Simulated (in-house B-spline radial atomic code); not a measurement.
Ru⁸⁺. Computed with a B-spline radial atomic code. Model: all-electron spherical atom, spin shells full or empty, radial basis limit, no spin-orbit coupling, Breit or QED, empty-state partial waves extrapolated as (l+1/2)^-4, RPA, G0W0 and static COHSEX of the highest shell as one setting changes (uncorrelated shells keep exact exchange).

Given: element Ru; charge 8; filled core Ar; hamiltonian one-electron scalar X2C; mean-field start PBE; highest l of empty states 9; nuclear rms radius 4.4809 fm; highest mean-field shell 4p.

Shell: 3d 5 5, 4s 1 1, 4p 3 3 (electrons up and down).

```
lowest nl shells left uncorrelated  RPA correlation energy (hartree)  G0W0 level (eV)  G0W0 minus most complete (meV)  COHSEX level (eV)  linearised minus solved G0W0 (meV)
                                 0                           -2.8176             -180                               0            -183.48                               -10.8
                                 1                           -2.6513             -180                             2.6            -183.48                               -10.7
                                 2                                 ?                ?                               ?                  ?                                   ?
                                 3                           -1.9256          -179.98                            19.8            -183.45                               -10.7
                                 4                           -1.7495          -179.99                            14.9            -183.45                               -10.7
                                 5                           -1.2382          -180.07                           -65.5            -183.58                                 -11
                                 6                                 ?                ?                               ?                  ?                                   ?
                                 7                          -0.31688          -180.54                          -535.5            -183.59                                 1.7
```

Problem. What follows for lowest nl shells left uncorrelated = 6?

Solution. RPA correlation energy -0.44878 hartree; G0W0 level -179.68 eV; G0W0 minus most complete 327.9 meV; COHSEX level -182.88 eV; linearised minus solved G0W0 -10.5 meV.

Problem. What follows for lowest nl shells left uncorrelated = 2?

Solution. RPA correlation energy -2.4627 hartree; G0W0 level -180 eV; G0W0 minus most complete 3.7 meV; COHSEX level -183.48 eV; linearised minus solved G0W0 -10.7 meV.
